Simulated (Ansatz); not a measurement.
`F[Si]1(Cl)[CH2][AlH]1`. Charge 0, multiplicity 1. All single points use the PBE0-D4/def2-TZVP geometry.

```xyz
8

F     2.227    0.218   -1.083
Si    0.777    0.592   -0.528
Cl    0.892    2.534    0.147
C     0.003   -0.514    0.754
Al   -1.375   -0.271   -0.645
H     0.316   -1.544    0.492
H     0.042   -0.390    1.836
H    -2.881   -0.626   -0.974
```

(1) What is the dipole moment at B3LYP/def2-TZVPP? (Best estimate.)

(2) And with PBE, r2SCAN, ωB97M-V? (Best estimate.)

(3) Give the Mulliken charges with B3LYP, PBE, ωB97M-V in def2-TZVPP. (Estimate.)

Answers

(1) Ansatz gave: 2.93 D, with components (-2.39, -1.67, 0.21) D in this frame, pointing from negative to positive charge.

(2) The calculation gave: PBE 2.74 D, r2SCAN 2.85 D, ωB97M-V 2.99 D.

(3) Computed: 
| atom | B3LYP | PBE | ωB97M-V |
| --- | --- | --- | --- |
| F1 | -0.31 | -0.26 | -0.29 |
| Si2 | 0.54 | 0.45 | 0.50 |
| Cl3 | -0.25 | -0.22 | -0.22 |
| C4 | -0.35 | -0.31 | -0.42 |
| Al5 | 0.25 | 0.19 | 0.24 |
| H6 | 0.10 | 0.11 | 0.13 |
| H7 | 0.10 | 0.09 | 0.12 |
| H8 | -0.08 | -0.06 | -0.06 |

B3LYP here is the variant with VWN-RPA as its local correlation; programs differ in this.
